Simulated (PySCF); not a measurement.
# Working out the ionisation energy of Pt²⁺

Pt²⁺ [Xe] 4f14 5d8 (3F) → Pt³⁺ [Xe] 4f14 5d7 (4F). All numbers are calculated (PySCF 2.14, a scalar-relativistic core potential, in def2-TZVP with the def2 core potential (60 electrons) (6s4p3d1f, 40 functions)). Frozen: 5s2 5p6. Energies in hartree (1 hartree = 27.21139 eV):

```tsv
part	Pt²⁺ (lower)	Pt³⁺ (upper)
UHF	-117.497273	-116.424172
MP2 opposite-spin	-0.085850	-0.052074
MP2 same-spin	-0.048382	-0.037514
```

Task: What does Hartree-Fock give?

Result: (-116.424172) − (-117.497273) = 1.073101 hartree = 29.201 eV.

Task: What do MP2 and SCS-MP2 (6/5 opposite-spin, 1/3 same-spin) give?

Result: The opposite-spin parts differ by 0.919 eV and the same-spin parts by 0.296 eV. MP2: 29.201 + (0.919) + (0.296) = 30.416 eV. SCS-MP2: 29.201 + 1.2 × (0.919) + (0.296)/3 = 30.402 eV.

Reference: 29 ± 1.6 eV (theoretical estimate listed by NIST; NIST Atomic Spectra Database, ionization energies), between the lowest levels; spin-orbit coupling is absent from the calculation.

What remains against the reference includes basis incompleteness, the frozen core and correlation beyond second order.
